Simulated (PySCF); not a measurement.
Simulation results for C$_{2}$H$_{8}$OSi, C$_{2}$H$_{7}$AlSi, CH$_{7}$BOSi, AlBH$_{2}$NO

All values are calculated (PySCF 2.14.0). Calculation on a computer-drawn molecule: optimised geometry and harmonic frequencies of an isolated molecule of the commonest isotopes, restricted reference for singlets and unrestricted otherwise, frozen core in MP2.

Common to all runs: multiplicity 1; basis cc-pV(D+d)Z.

```yaml
- entry: 1
  formula: C2H8OSi
  start_structure:
    atoms_angstrom:
      - [C, -1.7086, 2.2254, -1.2955]
      - [C, -0.7987, 1.2062, -0.7081]
      - [O, -0.6362, 0.1107, -1.6295]
      - [Si, 0.3235, -1.155, -1.5545]
      - [H, -2.7085, 1.7905, -1.6293]
      - [H, -1.2566, 2.6924, -2.2471]
      - [H, -2.011, 3.0045, -0.6226]
      - [H, -1.3333, 0.6864, 0.2194]
      - [H, 0.1554, 1.6287, -0.4113]
      - [H, 1.7123, -0.8977, -1.261]
      - [H, 0.1193, -1.7508, -2.8793]
      - [H, -0.1985, -2.0924, -0.4794]
  given:
    charge: 0
    method: HF
    drawn_bonds_atom: [1, 2, 3, 1, 1, 1, 2, 2, 4, 4, 4]
    drawn_bonds_other_atom: [2, 3, 4, 5, 6, 7, 8, 9, 10, 11, 12]
    drawn_bonds_order: [1, 1, 1, 1, 1, 1, 1, 1, 1, 1, 1]
  results:
    optimised_atom_element: [C, C, O, Si, H, H, H, H, H, H, H, H]
    "optimised_atom_x [angstrom]": [-1.746, -0.8428, -0.6244, 0.2895, -2.703, -1.285, -1.931, -1.302, 0.1132, 1.698, 0.2159, -0.2235]
    "optimised_atom_y [angstrom]": [2.237, 1.164, 0.1779, -1.181, 1.808, 2.697, 3.014, 0.7116, 1.598, -0.8375, -1.899, -2.042]
    "optimised_atom_z [angstrom]": [-1.302, -0.7345, -1.716, -1.563, -1.604, -2.177, -0.5551, 0.1509, -0.4241, -1.254, -2.848, -0.4708]
    "modes_frequency [cm^-1]": [48.9, 117.8, 180.8, 286.1, 396.7, 761.2, 777.5, 827.1, 872.9, 1026, 1028, 1045, 1065, 1197, 1240, 1273, 1414, 1503, 1552, 1577, 1598, 1628, 2293, 2308, 2350, 3157, 3184, 3195, 3260, 3272]
    "modes_reduced_mass [dalton]": [2.688, 1.229, 3.172, 1.137, 2.998, 1.556, 1.189, 2.173, 1.092, 1.054, 2.063, 1.147, 1.147, 2.161, 4.046, 1.546, 1.093, 1.226, 1.344, 1.04, 1.073, 1.093, 1.05, 1.034, 1.036, 1.056, 1.039, 1.109, 1.103, 1.105]
    "rotational_constants [GHz]": [25.49, 2.559, 2.462]
    "total_energy [hartree]": -444.2289
    "convergence_status_largest_gradient_component [hartree/bohr]": 1.557e-05
- entry: 2
  formula: C2H7AlSi
  start_structure:
    atoms_angstrom:
      - [C, -1.8543, 0.2267, 1.0895]
      - [C, -0.4873, 0.0127, 0.4404]
      - [Al, 0.1766, -1.8026, 0.7315]
      - [Si, 0.2483, 1.3181, -0.6092]
      - [H, -1.7971, 1.0692, 1.7952]
      - [H, -2.6358, 0.4401, 0.4078]
      - [H, -2.056, -0.6467, 1.5959]
      - [H, 1.5292, -2.4003, 0.2561]
      - [H, -0.6468, -2.8032, 1.6427]
      - [H, -0.2856, 2.6537, -0.8753]
      - [H, 1.5835, 1.1213, -1.2572]
  given:
    charge: 0
    method: HF
    drawn_bonds_atom: [1, 2, 2, 1, 1, 1, 3, 3, 4, 4]
    drawn_bonds_other_atom: [2, 3, 4, 5, 6, 7, 8, 9, 10, 11]
    drawn_bonds_order: [1, 1, 2, 1, 1, 1, 1, 1, 1, 1]
  results:
    optimised_atom_element: [C, C, Al, Si, H, H, H, H, H, H, H]
    "optimised_atom_x [angstrom]": [-1.934, -0.5839, 0.3289, 0.217, -1.867, -2.323, -2.689, 1.728, -0.3135, -0.3042, 1.516]
    "optimised_atom_y [angstrom]": [0.3108, -0.01906, -1.686, 1.051, 0.3065, 1.289, -0.4333, -1.975, -2.763, 2.373, 0.7348]
    "optimised_atom_z [angstrom]": [1.09, 0.4554, 0.8102, -0.6086, 2.182, 0.794, 0.8213, 0.1251, 1.781, -1.012, -1.221]
    "modes_frequency [cm^-1]": [123.8, 186.6, 187.0, 240.8, 288.5, 461.7, 525.3, 537.8, 608.3, 648.0, 709.5, 844.2, 958.6, 1043, 1117, 1190, 1261, 1518, 1588, 1594, 1965, 1974, 2337, 2378, 3156, 3220, 3221]
    "modes_reduced_mass [dalton]": [1.082, 3.171, 1.176, 2.622, 1.852, 1.11, 2.578, 1.459, 1.185, 1.193, 1.496, 1.068, 2.375, 1.118, 1.325, 2.135, 4.484, 1.184, 1.045, 1.056, 1.057, 1.026, 1.04, 1.044, 1.035, 1.102, 1.104]
    "rotational_constants [GHz]": [5.579, 3.233, 2.073]
    "total_energy [hartree]": -610.6055
    "convergence_status_largest_gradient_component [hartree/bohr]": 1.657e-05
- entry: 3
  formula: CH7BOSi
  start_structure:
    atoms_angstrom:
      - [B, 0.4715, 2.307, 1.2081]
      - [Si, -0.5377, 2.908, -0.3328]
      - [C, -2.3753, 2.2091, -0.3619]
      - [O, 0.245, 2.4591, -1.7217]
      - [H, 0.1832, 2.6893, 2.3071]
      - [H, 1.2974, 1.659, 1.0737]
      - [H, -0.7986, 4.3991, -0.4935]
      - [H, -2.3424, 1.1232, -0.3529]
      - [H, -2.9072, 2.5197, 0.4791]
      - [H, -2.8999, 2.4978, -1.2696]
      - [H, -0.1265, 2.5258, -2.5482]
  given:
    charge: 0
    method: HF
    drawn_bonds_atom: [1, 2, 2, 1, 1, 2, 3, 3, 3, 4]
    drawn_bonds_other_atom: [2, 3, 4, 5, 6, 7, 8, 9, 10, 11]
    drawn_bonds_order: [1, 1, 1, 1, 1, 1, 1, 1, 1, 1]
  results:
    optimised_atom_element: [B, Si, C, O, H, H, H, H, H, H, H]
    "optimised_atom_x [angstrom]": [0.4547, -0.6048, -2.358, 0.1978, 0.03818, 1.502, -0.7024, -2.362, -2.892, -2.924, -0.1386]
    "optimised_atom_y [angstrom]": [2.335, 2.884, 2.202, 2.358, 2.599, 1.753, 4.371, 1.109, 2.576, 2.506, 2.603]
    "optimised_atom_z [angstrom]": [1.225, -0.4176, -0.3721, -1.775, 2.322, 1.161, -0.449, -0.3318, 0.507, -1.258, -2.623]
    "modes_frequency [cm^-1]": [66.01, 173.5, 191.9, 232.4, 243.0, 289.2, 609.3, 654.4, 672.9, 723.6, 813.8, 844.4, 875.0, 959.1, 982.7, 998.2, 1265, 1391, 1551, 1555, 2247, 2668, 2746, 3160, 3238, 3244, 4174]
    "modes_reduced_mass [dalton]": [1.086, 1.042, 2.158, 1.287, 2.709, 2.306, 2.562, 1.487, 1.176, 2.652, 1.48, 1.15, 3.713, 1.364, 1.358, 1.422, 1.165, 1.255, 1.05, 1.051, 1.039, 1.057, 1.122, 1.036, 1.101, 1.101, 1.067]
    "rotational_constants [GHz]": [6.012, 5.406, 3.273]
    "total_energy [hartree]": -430.4511
    "convergence_status_largest_gradient_component [hartree/bohr]": 8.683e-06
- entry: 4
  formula: AlBH2NO
  start_structure:
    atoms_angstrom:
      - ["N", -3.0802, 0.4051, 0.6738]
      - [B, -2.1143, -0.2766, 0.3961]
      - [Al, -0.4893, -1.4234, -0.0702]
      - [O, 0.7773, -2.3178, -0.4321]
      - [H, -3.8698, 0.9624, 0.9007]
      - [H, 1.5277, -2.8473, -0.6473]
  given:
    charge: 1
    method: MP2
    drawn_bonds_atom: [1, 2, 3, 1, 4]
    drawn_bonds_other_atom: [2, 3, 4, 5, 6]
    drawn_bonds_order: [2, 1, 1, 1, 1]
  results:
    optimised_atom_element: ["N", B, Al, O, H, H]
    "optimised_atom_x [angstrom]": [-3.095, -2.098, -0.4953, 0.7875, -3.899, 1.551]
    "optimised_atom_y [angstrom]": [0.4155, -0.2881, -1.419, -2.325, 0.9832, -2.864]
    "optimised_atom_z [angstrom]": [0.678, 0.3916, -0.06807, -0.435, 0.9089, -0.6544]
    "modes_frequency [cm^-1]": [104.0, 211.4, 213.7, 278.8, 279.4, 470.1, 628.3, 628.5, 1075, 1872, 3759, 3986]
    "modes_reduced_mass [dalton]": [7.509, 2.549, 2.731, 1.487, 1.478, 9.434, 1.208, 1.203, 11.53, 7.59, 1.106, 1.073]
    "rotational_constants [GHz]": [2.165, 2.165]
    "total_energy [hartree]": -397.3603
    "convergence_status_largest_gradient_component [hartree/bohr]": 1.238e-05
```
